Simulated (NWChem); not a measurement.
Species: diphosphane (P$_{2}$H$_{4}$); SMILES PP

Program: NWChem. Pople sets run with spherical d functions. All runs use the structure optimised with PBE0-D3(BJ)/def2-TZVP. Level SCAN/6-31G*: energy and gradient on several grids; changes count from the extra-fine grid, which is no exact limit either.

```tsv
grid	size of the energy change (μHa)	largest change of a gradient component (μHa/bohr)
xcoarse	8000	1000
coarse	4000	300
medium	700	200
fine	300	50
xfine	< 10	< 30
```
